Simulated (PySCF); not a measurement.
# What a mistake does to a calculation on Ge2H7NSi

These are calculations, not measurements. The program is PySCF 2.14.0, an open-source quantum chemistry code, run on an isolated molecule that a program drew, which may never have been made. The molecule is Ge2H7NSi (charge 0, singlet), drawn as the SMILES string `[GeH2]=[N][SiH2][GeH3]`.

Each row is a Hartree-Fock (HF) and frozen-core CCSD(T) single point in the cc-pV(D+d)Z basis, meant for a local HF minimum. Run 1 is clean. Each other run has one planted mistake out of seven kinds, and not every kind appears here: one electron removed, one electron added, multiplicity raised by two, geometry at a saddle point, minimal basis STO-3G, one bond length entered in bohr, all coordinates scaled. The reference is restricted for singlets and unrestricted otherwise, and also for a bond in bohr. Adding or removing an electron swaps singlet and doublet. Electrons count all cores. HOMO and LUMO are orbital energies over both spins, the gradient is its largest component, and the lowest frequency (negative if imaginary) is given only where the gradient is small. Bond lengths are over the 10 bonds as drawn. T1 is the CCSD diagnostic: over 0.02 (restricted) or 0.045 (unrestricted) a single reference is doubtful. Germanium has the cc-pVDZ-PP basis, with a core potential (ECP10MDF) in place of its 10 inner electrons, and its 3s, 3p and 3d shells are frozen in CCSD(T).

Geometry of the clean run:
```xyz
11
Ge2H7NSi, angstrom
Ge    0.8098   -2.1213    1.4629
N     1.9050   -1.6085    0.3154
Si    2.0952   -0.2834   -0.7479
Ge    0.3579    1.3967   -0.6707
H    -0.4706   -1.4005    1.8807
H     1.0381   -3.4247    2.2102
H     3.3716    0.4189   -0.4625
H     2.1550   -0.7620   -2.1519
H     0.2303    2.0287    0.7284
H     0.6319    2.5366   -1.6645
H    -1.0251    0.8113   -1.0142
```

```
run  electrons  basis functions  <S^2>  HOMO (eV)  LUMO (eV)  gradient (hartree/bohr)  lowest frequency (cm^-1)  mean bond (Å)  longest bond (Å)      T1  HF (hartree)  CCSD(T) (hartree)                          mistake
  1         92              118  0.000      -9.37       0.96                  1.1e-05                        57         1.6429             2.418  0.0184    -934.17144         -934.71150                         no fault
  2         92              118  0.853      -8.26       0.93                  7.7e-03                         -         1.7800             2.911  0.0402    -934.07336         -934.60010  one bond length entered in bohr
  3         93              118  0.768      -0.66       7.65                  7.0e-02                         -         1.6429             2.418  0.0168    -934.16503         -934.71095               one electron added
  4         91              118  0.796     -15.02      -5.56                  5.3e-02                         -         1.6429             2.418  0.0474    -933.89558         -934.39982                                ?
```

**Which mistake was planted in run 4, and what did it cost?**

It counts 91 electrons, one fewer than the clean run, at the same geometry and basis. So the mistake is: one electron removed. Subtracting run 1 and multiplying by 627.51 kcal/mol a hartree, the energy moved by 173.1 kcal/mol in HF and 195.6 kcal/mol in CCSD(T).

Cautions from the logs. Run 3: the added electron raises the CCSD(T) energy, so it isn't bound in this basis; run 4: T1 is over the limit, so its CCSD(T) energy is less reliable.
